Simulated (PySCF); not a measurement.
Computed properties of CH₃FO₃Si, SMILES O=CO[Si@@H](O)F

CH3FO3Si, SMILES C(=O)O[Si@@H](O)F. Geometry: PBE0-D3(BJ)/def2-SVP. The structure was generated by enumeration; whether it is a known compound was not checked. Other conformers were not sampled. All values are computed for the isolated molecule unless a solvent is named; none is compared with measurement here.

**Structure.** All 21 harmonic modes at PBE0-D3(BJ)/def2-SVP (PySCF) are real, so it is a minimum. With heavy atoms numbered as in [O:1]=[CH:2][O:3][Si@@H:4]([OH:5])[F:6], the shortest bond between them is O1–C2 at 1.203 Å and the longest O3–Si4 at 1.706 Å.

**Vibrations.** The strongest infrared lines (harmonic, unscaled, degenerate partners summed) lie at 1279 cm⁻¹ (453 km/mol, O 50 %, C 43 %), 966 cm⁻¹ (326 km/mol, H 78 %, O 12 %, Si 8 %), 1846 cm⁻¹ (326 km/mol, C 59 %, O 38 %). The softest mode is at 49 cm⁻¹ and the zero-point energy is 32.6 kcal/mol.

**Electronic structure.** HF/def2-TZVP (PySCF) places the frontier levels at -13.28 and 3.48 eV, a gap of 16.76 eV, and gives a dipole moment of 2.42 D and a mean polarisability of 37.4 bohr³. PBE/def2-TZVP (PySCF) at the same geometry gives -7.30 and -1.95 eV, so its gap is 11.41 eV narrower. An orbital gap is neither the optical nor the fundamental gap.

**Excitations.** TDDFT-M06-2X/def2-SVPD (PySCF) has S1 at 5.62 eV (221 nm, f = 0.001, dark); the most intense of the 10 singlets computed lies at 8.41 eV (f = 0.10). T1 (TDA) is at 5.23 eV. TDDFT-PBE/def2-SVPD (PySCF) puts S1 at 5.52 eV. No vertical singlet excitation falls in the visible range (under 3.1 eV).

**NMR.** GIAO shifts at PBE0/pcSseg-1 (PySCF) (non-relativistic, atoms alike by connectivity averaged): ¹³C at 169.7 ppm against TMS; ¹H from 4.8 to 8.2 ppm against TMS; ²⁹Si at -46.8 ppm against TMS; ¹⁹F at -134.5 ppm against CFCl3.
